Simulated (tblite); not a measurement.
Species: C₂H₁₁NO₃Si₃.
Numbering: `[CH3:1][C:2](=[O:3])[NH:4][SiH2:5][O:6][SiH2:7][O:8][SiH3:9]` (hydrogens: H10, H11, H12 on C1; H13 on N4; H14, H15 on Si5; H16, H17 on Si7; H18, H19, H20 on Si9)

Computed with GFN2-xTB (tblite), gas phase: L-BFGS steps from a force-field or distance-geometry start until the largest atomic force falls under 0.01 eV/Å.

Step 145: E = -829.3591 eV
```
atom  x, y, z in Å  |  force x, y, z in eV/Å
C1     -3.8750    0.0965   -1.1408    0.027  -0.012   0.007
C2     -2.7663   -0.5301   -0.3284    0.025   0.007   0.006
O3     -2.8441   -1.6298    0.1807   -0.008  -0.020   0.006
N4     -1.6374    0.1934   -0.1627   -0.032   0.000   0.025
Si5    -0.3952   -0.5251    0.8440   -0.039   0.016  -0.049
O6      0.7208    0.6433    0.9701    0.032   0.023  -0.029
Si7     1.9366    1.5069    0.3451    0.022   0.010  -0.010
O8      3.0854    0.5472   -0.2518   -0.008   0.007   0.022
Si9     3.9714   -0.8082   -0.3147    0.028  -0.006  -0.008
H10    -3.5294    0.9841   -1.6623   -0.036   0.012  -0.027
H11    -4.6931    0.3635   -0.4735    0.022   0.000   0.002
H12    -4.2562   -0.6290   -1.8557    0.010  -0.006   0.015
H13    -1.5778    1.1155   -0.5642    0.027   0.002   0.006
H14     0.1407   -1.6967    0.1651    0.000   0.008   0.010
H15    -0.8739   -0.6791    2.2074   -0.012  -0.028   0.021
H16     1.4646    2.2630   -0.8073   -0.006   0.037  -0.010
H17     2.4810    2.2519    1.4675   -0.028   0.009   0.024
H18     3.4880   -1.7611    0.6775   -0.034  -0.059   0.044
H19     5.3441   -0.3958   -0.0295    0.016   0.026  -0.003
H20     3.8107   -1.2997   -1.6791   -0.006  -0.026  -0.050
```

Step 146: E = -829.3599 eV
```
atom  x, y, z in Å  |  force x, y, z in eV/Å
C1     -3.8689    0.0901   -1.1397    0.019  -0.014   0.019
C2     -2.7555   -0.5393   -0.3364    0.027  -0.006   0.010
O3     -2.8282   -1.6438    0.1624    0.001  -0.020   0.006
N4     -1.6313    0.1906   -0.1647   -0.016   0.033   0.002
Si5    -0.3804   -0.5167    0.8375   -0.006   0.007  -0.004
O6      0.7182    0.6688    0.9788    0.001  -0.007  -0.047
Si7     1.9387    1.5228    0.3483    0.035   0.011  -0.003
O8      3.0762    0.5507   -0.2514    0.014  -0.018   0.021
Si9     3.9447   -0.8181   -0.3131    0.015   0.041   0.034
H10    -3.5255    0.9794   -1.6600   -0.050   0.004  -0.029
H11    -4.6794    0.3552   -0.4615    0.025   0.002  -0.025
H12    -4.2571   -0.6338   -1.8533    0.014   0.013   0.026
H13    -1.5783    1.1155   -0.5629    0.023  -0.024   0.020
H14     0.1769   -1.6803    0.1582   -0.018   0.041   0.015
H15    -0.8622   -0.6899    2.1994    0.002  -0.020  -0.006
H16     1.4699    2.2835   -0.8029   -0.006   0.029  -0.005
H17     2.4945    2.2664    1.4671   -0.038  -0.004   0.014
H18     3.4458   -1.7609    0.6828   -0.024  -0.050   0.027
H19     5.3239   -0.4232   -0.0248   -0.017   0.014  -0.017
H20     3.7729   -1.3065   -1.6764    0.000  -0.032  -0.058
```

Step 147: E = -829.3608 eV
```
atom  x, y, z in Å  |  force x, y, z in eV/Å
C1     -3.8748    0.0904   -1.1390    0.006  -0.007   0.014
C2     -2.7619   -0.5415   -0.3380    0.021   0.016   0.002
O3     -2.8373   -1.6451    0.1610    0.005  -0.054   0.019
N4     -1.6372    0.1875   -0.1675    0.005   0.029   0.002
Si5    -0.3832   -0.5136    0.8330   -0.013  -0.040   0.020
O6      0.7132    0.6725    0.9663    0.012   0.021  -0.034
Si7     1.9424    1.5225    0.3493    0.034   0.024  -0.015
O8      3.0804    0.5440   -0.2372    0.012  -0.002   0.010
Si9     3.9538   -0.8203   -0.3120   -0.001   0.020   0.033
H10    -3.5322    0.9795   -1.6612   -0.048  -0.009  -0.026
H11    -4.6806    0.3579   -0.4564    0.014   0.004  -0.032
H12    -4.2673   -0.6339   -1.8497    0.009   0.021   0.024
H13    -1.5829    1.1108   -0.5677    0.018  -0.001   0.007
H14     0.1781   -1.6807    0.1630   -0.023   0.040   0.005
H15    -0.8621   -0.6840    2.1964   -0.001  -0.018  -0.005
H16     1.4842    2.2898   -0.8024   -0.001   0.015  -0.005
H17     2.4908    2.2658    1.4715   -0.032  -0.003   0.025
H18     3.4642   -1.7702    0.6831   -0.019  -0.040   0.014
H19     5.3310   -0.4180   -0.0277   -0.002   0.012  -0.018
H20     3.7764   -1.3030   -1.6776    0.005  -0.028  -0.041
```

Step 148: E = -829.3618 eV
```
atom  x, y, z in Å  |  force x, y, z in eV/Å
C1     -3.8790    0.0898   -1.1376   -0.007  -0.011   0.011
C2     -2.7652   -0.5466   -0.3408    0.003   0.015  -0.002
O3     -2.8416   -1.6512    0.1561    0.009  -0.025   0.003
N4     -1.6409    0.1826   -0.1719    0.024   0.020   0.011
Si5    -0.3832   -0.5096    0.8283    0.004  -0.045   0.054
O6      0.7069    0.6830    0.9547    0.006   0.025  -0.030
Si7     1.9465    1.5276    0.3508    0.022   0.019  -0.015
O8      3.0831    0.5380   -0.2197    0.003   0.020   0.005
Si9     3.9564   -0.8247   -0.3095    0.010  -0.014   0.017
H10    -3.5400    0.9786   -1.6633   -0.029  -0.025  -0.014
H11    -4.6800    0.3603   -0.4507    0.003   0.002  -0.026
H12    -4.2776   -0.6339   -1.8450    0.002   0.015   0.016
H13    -1.5876    1.1065   -0.5696    0.009   0.016  -0.008
H14     0.1873   -1.6767    0.1668   -0.028   0.035  -0.004
H15    -0.8627   -0.6792    2.1925    0.006  -0.015  -0.014
H16     1.4987    2.3012   -0.8020    0.012  -0.004   0.001
H17     2.4881    2.2705    1.4766   -0.028  -0.008   0.024
H18     3.4775   -1.7849    0.6836   -0.013  -0.012  -0.008
H19     5.3348   -0.4189   -0.0333   -0.012   0.005  -0.018
H20     3.7734   -1.3018   -1.6787    0.005  -0.014  -0.004
```

Question: Estimate the geometry and energy of step 149. (The exact step hangs on the optimiser's Hessian estimate; all steps are aligned on step 148, rigid shifts and turns removed.)

Answer: E = -829.3623 eV, largest force 0.049 eV/Å
```
atom  x, y, z in Å  |  force x, y, z in eV/Å
C1     -3.8808    0.0893   -1.1371   -0.006  -0.006   0.003
C2     -2.7675   -0.5498   -0.3411    0.003   0.020  -0.001
O3     -2.8454   -1.6551    0.1543    0.015  -0.003  -0.007
N4     -1.6431    0.1797   -0.1719    0.018   0.007   0.015
Si5    -0.3824   -0.5081    0.8275    0.005  -0.020   0.044
O6      0.7030    0.6897    0.9461   -0.007   0.014  -0.018
Si7     1.9486    1.5307    0.3507    0.024   0.019  -0.011
O8      3.0847    0.5361   -0.2116    0.015   0.003   0.000
Si9     3.9579   -0.8270   -0.3082   -0.011  -0.022   0.010
H10    -3.5434    0.9773   -1.6650   -0.012  -0.028  -0.008
H11    -4.6802    0.3627   -0.4501   -0.008   0.000  -0.011
H12    -4.2820   -0.6336   -1.8433   -0.004   0.002   0.009
H13    -1.5909    1.1043   -0.5681    0.007   0.015  -0.011
H14     0.1922   -1.6730    0.1678   -0.025   0.019  -0.011
H15    -0.8618   -0.6777    2.1915    0.008  -0.014  -0.005
H16     1.5075    2.3075   -0.8025    0.015  -0.008  -0.001
H17     2.4862    2.2715    1.4800   -0.026  -0.008   0.023
H18     3.4836   -1.7931    0.6837   -0.008   0.012  -0.027
H19     5.3360   -0.4194   -0.0360   -0.005   0.005  -0.015
H20     3.7726   -1.3015   -1.6795    0.004  -0.006   0.020
```

The energy changes by -0.0005 eV. The first-order estimate −F·Δx gives -0.0007 eV and the mean of the old and new forces, exact on a quadratic surface, -0.0005 eV. The step makes an angle of 78° with the force vector and moves no atom by more than 0.012 Å.

The cost below is that of the whole relaxation. Time: 5.0 s wall. Hardware: an Arm Neoverse N1 with one thread, shared host.
